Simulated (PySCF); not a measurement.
# Ionisation energy of Yb(49+) by level of theory

Yb(49+) [Ar] 3d3 [3d3/2^3, M_J = 3/2] → Yb(50+) [Ar] 3d2 [3d3/2^2, M_J = 2], as a difference of total energies. Computed with PySCF 2.14 in an uncontracted even-tempered set (15 s from 13 bohr⁻², ratio 2.8; 12 p from 16 bohr⁻², ratio 2.8; 8 d from 16 bohr⁻², ratio 2.8; 3 f from 53 bohr⁻², ratio 3), with the two-component X2C-1e Hamiltonian. Correlated levels: [Ne] frozen; the 72 highest virtual spinors dropped. "Screened" scales the spin-orbit matrix elements by Boettger's factors to mimic the two-electron term; Breit and QED terms are absent.

| method | ionisation energy (eV) |
| --- | --- |
| GHF (spin-free) | 4343.5 |
| GMP2 (spin-free) | 4343.2 |
| GHF (screened spin-orbit) | 4365.6 |
| GMP2 (screened spin-orbit) | 4366.4 |

Breit and QED terms and the two-electron picture change are absent.

The spin-free rows relax to the high-spin LS determinant and lack the spin-orbit shift.

The labels give the starting determinants; with spin-orbit coupling the two ends relaxed to ⟨J²⟩ = 3.77, ⟨L²⟩ = 7.75, ⟨S²⟩ = 2.10 and ⟨J²⟩ = 6.01, ⟨L²⟩ = 10.17, ⟨S²⟩ = 1.53.

For comparison: 4364 ± 4 eV (theoretical estimate listed by NIST; NIST Atomic Spectra Database, ionization energies).
